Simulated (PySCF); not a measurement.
# SMILES CB(C)c1c(Br)c1=O, C₅H₆BBrO

Geometry:
```json
{"atom": "C1", "x (Å)": "-1.079", "y (Å)": "-1.324", "z (Å)": "0.716"}
{"atom": "B2", "x (Å)": "-0.472", "y (Å)": "-0.080", "z (Å)": "-0.017"}
{"atom": "C3", "x (Å)": "-1.360", "y (Å)": "1.013", "z (Å)": "-0.704"}
{"atom": "C4", "x (Å)": "1.058", "y (Å)": "0.116", "z (Å)": "-0.015"}
{"atom": "C5", "x (Å)": "2.318", "y (Å)": "-0.033", "z (Å)": "-0.474"}
{"atom": "Br6", "x (Å)": "3.260", "y (Å)": "-0.855", "z (Å)": "-1.845"}
{"atom": "C7", "x (Å)": "2.198", "y (Å)": "0.752", "z (Å)": "0.679"}
{"atom": "O8", "x (Å)": "2.575", "y (Å)": "1.434", "z (Å)": "1.584"}
{"atom": "H9", "x (Å)": "-0.429", "y (Å)": "-1.786", "z (Å)": "1.472"}
{"atom": "H10", "x (Å)": "-1.240", "y (Å)": "-2.082", "z (Å)": "-0.075"}
{"atom": "H11", "x (Å)": "-2.071", "y (Å)": "-1.118", "z (Å)": "1.148"}
{"atom": "H12", "x (Å)": "-0.900", "y (Å)": "1.491", "z (Å)": "-1.580"}
{"atom": "H13", "x (Å)": "-1.489", "y (Å)": "1.813", "z (Å)": "0.052"}
{"atom": "H14", "x (Å)": "-2.368", "y (Å)": "0.653", "z (Å)": "-0.956"}
```

Level of theory: quadratic response CAM-B3LYP/aug-cc-pVDZ first hyperpolarisability, Taylor convention, gas phase in PySCF 2.14.0. Geometry: PBE0-D3(BJ)/def2-SVP.

The calculation is non-relativistic, which matters for the atoms heavier than Zn.

Question: Give the tensor of the static β(0;0,0) in the axes of these coordinates.

Answer: In au, Taylor convention; rows are the first index (the induced dipole):
|  | xx | yy | zz | xy | xz | yz |
| --- | --- | --- | --- | --- | --- | --- |
| x | +259.3 | -54.0 | -102.4 | +110.3 | +96.1 | -35.5 |
| y | +110.3 | +68.4 | +62.5 | -54.0 | -35.5 | +57.0 |
| z | +96.1 | +57.0 | +174.3 | -35.5 | -102.4 | +62.5 |

Norm of βᵢ = ⅓ Σⱼ (βᵢⱼⱼ + βⱼᵢⱼ + βⱼⱼᵢ): 419.4 au, hyper-Rayleigh value 189.3 au.
